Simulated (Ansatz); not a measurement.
Gas-phase electronic energies from Ansatz, PBE0-D4/def2-TZVP geometries. CCSD(T)/CBS is the MP2 limit (def2-TZVPP, def2-QZVPP) plus CCSD(T) − MP2 in def2-TZVPP, frozen cores. This one scheme is used for every species. DFT in def2-TZVPP. B3LYP here is the variant with VWN-RPA as its local correlation; programs differ in this. One conformer a species, not always the lowest.

Consider the substitution at a C–Al bond: `[NH2][AlH][CH]=S` + `NB(O)Cl` → `NB(Cl)OC=S` + `[NH2][AlH2]`.

Problem. Is it downhill or uphill in electronic energy at CCSD(T)/CBS, and by how much? (Estimate.)

Solution. Ansatz gave: Uphill: ΔE = +50.8 kJ/mol.

Problem. What do these levels give: B97M-V, B3LYP-D4, CAM-B3LYP-D4, BLYP, CAM-B3LYP, HF/def2-TZVPP? (Best estimate.)

Solution. The calculation gave: B97M-V 23.0, B3LYP-D4 35.1, CAM-B3LYP-D4 33.8, BLYP 32.0, CAM-B3LYP 34.3, HF/def2-TZVPP 41.2 kJ/mol.

Largest T1 diagnostic among the species: 0.015.

In def2-TZVPP, CCSD(T) changes the Hartree–Fock value by +5.0 kJ/mol (the triples alone add −2.1 kJ/mol) and MP2 by +4.3 kJ/mol. From r2SCAN to r2SCAN0 (25 % exact exchange), in def2-TZVPP and without D4, ΔE moves by +4.7 kJ/mol. Leaving LDA and LC-ωPBE aside and taking each functional with its dispersion term where it has one, the values, not all of them listed here, spread over 18.5 kJ/mol, from B97M-V to ωB97M-V. LDA lies −11.6 kJ/mol from PBE without D4.
